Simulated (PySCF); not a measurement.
CH$_{4}$N (SMILES [CH2]N), doublet, at a GFN2-xTB geometry. Base run: B3LYP/6-311G** (PySCF).

Here is a job for PySCF.
```python
from pyscf import gto, scf, dft

mol = gto.M(
    atom='''
C     0.119698    0.720717   -0.007638
N    -0.084842   -0.657662    0.006840
H    -0.519385   -1.000904    0.852403
H    -0.528370   -1.017213   -0.827202
H     0.466667    1.157685    0.909412
H     0.456791    1.139761   -0.936660
''',
    basis='6-311g**',
    charge=0,
    spin=1,
    verbose=4,
)

mf = dft.UKS(mol)
mf.xc = 'b3lyp'
mf.kernel()
mo_i, mo_e, stable_i, stable_e = mf.stability(internal=True, external=False, return_status=True, nroots=6, tol=1e-6)
print('internally stable:', stable_i, ' externally stable:', stable_e)
if not stable_i:
    umf = mf.copy()
    umf.scf_summary = {}
    umf.kernel(umf.make_rdm1(mo_i, mf.mo_occ))
```

The bond that is stretched is that between atoms 6 and 1. A test that says stable can miss a lower solution.

The base run was repeated with changes; each row names its change, and settings that it needs were set with it.

| change | ΔE vs base (kcal/mol) | <S^2> | stability test says |
|---|---|---|---|
| base | 0.000 | 0.753 | internally stable (external not tested) |
| bond × 1.25 | 16.89 | 0.754 | internally stable (external not tested) |
| bond × 1.5 | 46.15 | 0.754 | internally stable (external not tested) |
| bond × 1.8 | 74.6 | 0.792 | internally stable (external not tested) |
| bond × 2.2 | 88.0 | 0.873 | internally stable (external not tested) |
| bond × 3.0 | 93.3 | 0.790 | internally stable (external not tested) |

On stretching, the SCF can end on different states; <S^2> shows the spin contamination of each.
